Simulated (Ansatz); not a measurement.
Born–Oppenheimer molecular dynamics of CH4BClFN (9 atoms, charge 0, multiplicity 1). It starts at the highest image of a converged band. Of that band: Neighbouring images differ by up to 1.6 eV, so the band resolves the path poorly. A vibrational analysis at the climbing image gives one clearly imaginary mode, 367i cm⁻¹: a first-order saddle point.

Computed with RKS BLYP/6-31G in Ansatz 0.2.0.

```
ensemble                      : NVE (velocity Verlet)
time step                     : 0.5 fs
steps asked                   : 200
starting velocities drawn for : 300 K
seed                          : 5667
```

First frame:

```xyz
9
Properties=species:S:1:pos:R:3
B -0.963 0.692 -0.534
F -0.393 0.312 -2.404
N 0.023 -0.017 -0.069
C 0.729 -0.533 1.091
H 0.225 -0.138 -1.680
Cl -2.405 1.718 -0.605
H 1.773 -0.176 1.096
H 0.256 -0.223 2.039
H 0.756 -1.636 1.066
```

Question: How far do the bonds stretch over the last three quarters of this one trajectory? (Pairs bonded in most of those frames.)

Answer: 
```
  bond  mean (Å)  spread (Å)  shortest  longest
 B1–N3     1.264       0.011      1.25     1.29
B1–Cl6     1.763       0.034      1.71     1.82
 F2–H5     0.973       0.012      0.95     1.00
 N3–C4     1.448       0.018      1.41     1.49
 C4–H7     1.105       0.007      1.09     1.12
 C4–H8     1.107       0.021      1.07     1.14
 C4–H9     1.109       0.043      1.05     1.17
```

Mean temperature of the second half: 333 K. The conserved energy stayed within 0.19 meV per atom of its start (net change 0.049 meV per atom), so the integration is sound. A run of 0.1 ps of so small a system gives no equilibrium averages. The orbitals stay closed-shell, which can raise the energy where a bond breaks towards radicals; this wasn't checked here. Limits of this set-up: no polarisation functions.

Run time: 12 min on 1 thread of Arm Neoverse N1, with other jobs on the host, peak memory 0.24 GiB.
